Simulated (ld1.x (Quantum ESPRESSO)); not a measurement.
# Reading a pseudo-wave (La (Z = 57))

Columns: radius, all-electron u(r) and pseudo u(r) of the 5s shell (level -51.55 eV) of lanthanum in the configuration [Kr] 4d10 4f0 5s2 5p6 5d1 6s0 6p0; PBEsol, scalar-relativistic, TM semilocal scheme, ld1.x (Quantum ESPRESSO) 7.5.

```tsv
r (bohr)	all-electron	pseudo
0.173	0.2813	0.1023
0.345	-0.0996	0.2083
0.518	-0.5187	0.3232
0.690	-0.2382	0.4482
0.862	0.2572	0.5824
1.035	0.6569	0.7165
1.208	0.8808	0.8292
1.380	0.9543	0.8943
1.553	0.9268	0.8944
1.725	0.8421	0.8324
1.898	0.7312	0.7300
2.070	0.6158	0.6157
2.242	0.5065	0.5065
2.415	0.4088	0.4088
2.588	0.3253	0.3253
2.760	0.2563	0.2563
2.932	0.2001	0.2001
3.105	0.1547	0.1547
3.278	0.1190	0.1190
3.450	0.0912	0.0912
3.623	0.0694	0.0694
3.795	0.0527	0.0527
3.968	0.0399	0.0399
4.140	0.0301	0.0301
4.312	0.0226	0.0226
4.485	0.0170	0.0170
```

**Question.** How many radial nodes do the two functions have?

**Answer.** The all-electron 5s function has n − l − 1 = 4 (the table is too coarse to show those close to the nucleus); the pseudo-wave has 0, since the states of the same l below it are removed with the core.

**Question.** At about which radius was the pseudo-wave matched?

**Answer.** 2.20 bohr, where the columns begin to agree (steps of 0.17 bohr).

**Question.** Where does each function peak?

**Answer.** Outermost all-electron maximum near 1.38 bohr, pseudo maximum near 1.55 bohr (to the table’s step).

**Question.** Is the pseudo-wave norm-conserving?

**Answer.** Yes: the TM semilocal scheme keeps the norm inside the radius equal to the all-electron one, which fixes the energy derivative of the logarithmic derivative at the level.
